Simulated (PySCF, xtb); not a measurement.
C₃H₉Sb, SMILES [CH3][Sb]([CH3])[CH3].

Harmonic wavenumbers (cm⁻¹) from GFN2-xTB (xtb) at its own minimum, in rising order: 76, 108, 109, 167, 168, 188, 489, 508, 509, 725, 744, 744, 790, 791, 801, 1277, 1277, 1290, 1457, 1467, 1467, 1473, 1473, 1480, 3022, 3022, 3033, 3044, 3045, 3045, 3047, 3049, 3050.

What does B3LYP-D3(BJ)/def2-SVP run with PySCF give at its own minimum? (An estimate is asked for; the answer gives what the named calculation found.)

108, 117, 118, 170, 170, 186, 498, 502, 502, 694, 721, 721, 818, 819, 824, 1210, 1210, 1230, 1428, 1434, 1434, 1440, 1440, 1449, 3035, 3037, 3037, 3145, 3145, 3145, 3147, 3147, 3147. Paired by order, the mean absolute difference is 38 cm⁻¹ and the zero-point energies are 67.1 and 67.5 kcal/mol.
